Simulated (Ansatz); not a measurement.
These are frozen-core CCSD(T)/def2-TZVPP // PBE0-D4/def2-SVP run with Ansatz (a program for electronic structure) values and carry that method's errors.

Ansatz 0.2 input:
```yaml
crystal:
  periodic: [false, false, false]
  atoms:
    - { symbol: In, position_ang: [-0.103671, 0.174075, 0.00451] }
    - { symbol: F, position_ang: [1.212063, 1.322553, 0.871337] }
    - { symbol: F, position_ang: [-1.534404, -0.517848, 1.14644] }
    - { symbol: F, position_ang: [-0.213527, 0.302596, -1.945138] }
    - { symbol: C, position_ang: [0.680823, -2.79779, 0.902206] }
    - { symbol: O, position_ang: [0.854035, -1.829006, -0.119412] }
    - { symbol: C, position_ang: [1.602556, -2.224421, -1.257684] }
    - { symbol: H, position_ang: [1.638403, -3.001423, 1.408165] }
    - { symbol: H, position_ang: [-0.051783, -2.383752, 1.606985] }
    - { symbol: H, position_ang: [0.281205, -3.729278, 0.469851] }
    - { symbol: H, position_ang: [1.488597, -1.42558, -2.00181] }
    - { symbol: H, position_ang: [1.192851, -3.161911, -1.667014] }
    - { symbol: H, position_ang: [2.663227, -2.364203, -0.993371] }
basis:
  gaussian: { orbitals: def2-TZVPP }
correlation:
  method: ccsd_t
```

Output:

```
Functional definition: HF
2147 factors; integrals over basis functions are off by at most 1.0e-3 eV
mean field evaluation 1: about -17461.2784 eV, gradient 5.8e1 eV
mean field evaluation 2: about -17461.4688 eV, gradient 5.8e1 eV
mean field evaluation 4: about -17467.2495 eV, gradient 3.5e0 eV
mean field evaluation 8: about -17467.3098 eV, gradient 3.1e-1 eV
mean field evaluation 16: about -17461.2788 eV, gradient 5.8e1 eV
mean field -17467.30999989 eV, -641.9118027279 hartree, gradient 2.6e-6 eV, S^2 0.000000; 0 other end points of the search recorded, 0 dependent functions left out
10 core orbitals not correlated
reference -17467.30999989 eV, -641.9118027279 hartree; 27, 27 occupied and 283, 283 virtual orbitals, 2147 factors
second order -44.39372939 eV of doubles, -0.00000000 eV of singles
cycle   1  -43.66470382 eV  change    7.3e-1 eV  update   1.6e-1
cycle   2  -44.64465802 eV  change   -9.8e-1 eV  update   5.1e-2
cycle   3  -44.90314732 eV  change   -2.6e-1 eV  update   2.7e-2
cycle   4  -44.88713360 eV  change    1.6e-2 eV  update   7.4e-3
cycle   5  -44.87730955 eV  change    9.8e-3 eV  update   3.1e-3
cycle   6  -44.87953690 eV  change   -2.2e-3 eV  update   1.1e-3
cycle   7  -44.87966465 eV  change   -1.3e-4 eV  update   3.5e-4
cycle   8  -44.87933865 eV  change    3.3e-4 eV  update   1.2e-4
cycle   9  -44.87935310 eV  change   -1.4e-5 eV  update   4.9e-5
perturbative correction -1.44403905 eV, -0.0530674562 hartree
Total energy: -17513.63339203 eV, -643.6141559901 hartree
```

Cost: roughly 29 core-minutes.
